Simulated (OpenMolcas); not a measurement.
Cr IV: effect of the active space

| Item | Value |
| --- | --- |
| Program | OpenMolcas 26.06 |
| Method | CASSCF or its RAS form |
| Basis | ANO-RCC-VTZP |
| Scalar Hamiltonian | DKH2, point nucleus |
| Spin-orbit coupling | state interaction with AMFI integrals over the reference wave functions, term energies averaged over their components |

A. 3 electrons in 5 orbitals (3d); 2S+1 = 4 even, 10 roots; 2S+1 = 2 even, 40 roots; cost of the order of 7 core-seconds
B. 9 electrons in 8 orbitals (RAS1 3p, at most 2 holes; RAS2 3d); 2S+1 = 4 even, 10 roots; 2S+1 = 2 even, 40 roots; cost of the order of 21 core-seconds
C. 3 electrons in 9 orbitals (RAS2 3d 4s; RAS3 4p, at most 2 electrons); 2S+1 = 4 even, 20 roots; 2S+1 = 2 even, 64 roots kept (CI in the orbitals of an earlier block); 2S+1 = 4 odd, 21 roots; 2S+1 = 2 odd, 12 roots kept (CI in the orbitals of an earlier block); cost about 70 core-seconds
D. 3 electrons in 10 orbitals (3d 4d); 2S+1 = 4 even, 10 roots; 2S+1 = 2 even, 40 roots; cost roughly 14 core-seconds

Energies in cm-1 above 3d3 4F 3/2, the measured ground level; measured values from Sugar and Corliss, J. Phys. Chem. Ref. Data 6, 317 (1977).

| Level | A | B | C | D | Measured |
| --- | --- | --- | --- | --- | --- |
| 3d3 4F 3/2 | 0.0 | 0.0 | 0.0 | 0.0 | 0.0 |
| 3d3 4F 5/2 | 245 | 257 | 255 | 247 | 236 |
| 3d3 4F 7/2 | 580 | 608 | 605 | 585 | 556 |
| 3d3 4F 9/2 | 1000 | 1046 | 1042 | 1009 | 946 |
| 3d3 4P 1/2 | 17843 | 16726 | 18177 | 17399 | 14059 |
| 3d3 4P 3/2 | 17953 | 16833 | 18290 | 17515 | 14177 |
| 3d3 2G 7/2 | 18172 | 18258 | 18564 | 17571 | 15052 |
| 3d3 4P 5/2 | 18235 | 17144 | 18585 | 17808 | 14471 |
| 3d3 2G 9/2 | 18523 | 18634 | 18937 | 17935 | 15402 |
| 3d3 2P 1/2 | 23973 | 21590 | 24413 | 23321 | 19519 |
| 3d3 2H 9/2 | 24009 | 25516 | 24727 | 23246 | 21066 |
| 3d3 2P 3/2 | 24108 | 21698 | 24546 | 23430 |  |
| 3d3 2H 11/2 | 24279 | 25804 | 25013 | 23533 | 21321 |
| 3d3 2D 3/2(1) | 26125 | 23482 | 26580 | 25243 | 20650 |
| 3d3 2D 5/2(1) | 26370 | 23750 | 26834 | 25482 | 20664 |
| 3d3 2F 7/2 | 41344 | 40604 | 42551 | 40237 | 34363 |
| 3d3 2F 5/2 | 41497 | 40764 | 42713 | 40389 | 34556 |
| 3d3 2D 5/2(2) | 64589 | 60146 | 66213 | 62158 | 52975 |
| 3d3 2D 3/2(2) | 64771 | 60366 | 66414 | 62318 | 53142 |

Deviations, from unrounded energies. A percentage is the sum of absolute deviations over the sum of measured energies, with the sign that they share, or ± where signs differ.

| Against measurement | Levels | A | B | C | D |
| --- | --- | --- | --- | --- | --- |
| mean absolute deviation (cm-1) | 17 | 4500 | 3400 | 5100 | 3700 |
| fine structure of the ground term (%) | 3 | +5.1 | +10.0 | +9.5 | +6.0 |
| other terms of the ground configuration (%) | 14 | +21.7 | +16.6 | +24.6 | +17.9 |

B lies closest to measurement on these levels and C furthest from it. The largest miss of B in the table is 3d3 2D 3/2(2), by +7200 cm-1. The ranking rests on the paired levels alone, and a cruder setting can come out closer through cancelling errors.

Among A to D the level of the table that moves most is 3d3 2D 5/2(2), by 6100 cm-1 (lowest in B, highest in C).

Without dynamic correlation excited terms often stand tens of per cent too high (terms of higher spin than the ground term too low), and those without a measured partner can miss by more than the paired ones. Active for correlation alone: 3p; no level in the range computed is led by a configuration that opens it, so any true level of that kind is missing (holds for B). Terms from blocks run as CI alone lack orbitals of their own (holds for C). Active for correlation alone: 4d; no level in the range computed is led by a configuration that fills it, so any true level of that kind is missing (holds for D). Computed and measured levels are paired by configuration, term and J; levels that our copy of the source lacks, or whose pairing is in doubt (as where it misses far off the trend of its configuration), stay unpaired and out of the deviations. Levels of configurations outside the active space are missing. The table leaves out levels that lie high or whose names do not pair safely across all columns.

A number in round brackets counts repeated terms of one configuration in the order of the reference energies.
